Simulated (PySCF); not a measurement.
GeHCl3, SMILES [GeH]([Cl])([Cl])[Cl]. Coordinates come from a r2SCAN-D4/def2-SVP optimisation. The isomer is the one that the SMILES or the coordinates give; other isomers of the formula were not compared.

Computed equilibrium geometry at r2SCAN-D4/def2-SVP (PySCF confirms it by a frequency run) as a Z-matrix, and its point group:
point group C3v.
```
Ge
H 1 1.5237
Cl 1 2.1409 2 110.50
Cl 1 2.1409 2 110.50 3 -120.00
Cl 1 2.1409 2 110.50 4 -120.00
```
